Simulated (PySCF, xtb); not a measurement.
Ga(Me)(Cl) (CH₃ClGa), SMILES [CH3][Ga+][Cl], charge +1.

GFN2-xTB in xtb 6.7.1 at its own geometry gives an orbital gap of 3.53 eV.

Geometry: r2SCAN-D4/def2-TZVP. The spin state was assumed, not searched. The isomer is the one that the SMILES or the coordinates give; other isomers of the formula were not compared.

**Question.** What does PBE/def2-TZVPD (PySCF) give? (Estimate from the structure and the level; the computed values follow.)

**Answer.** gap 5.73 eV (levels -13.95 and -8.22 eV).
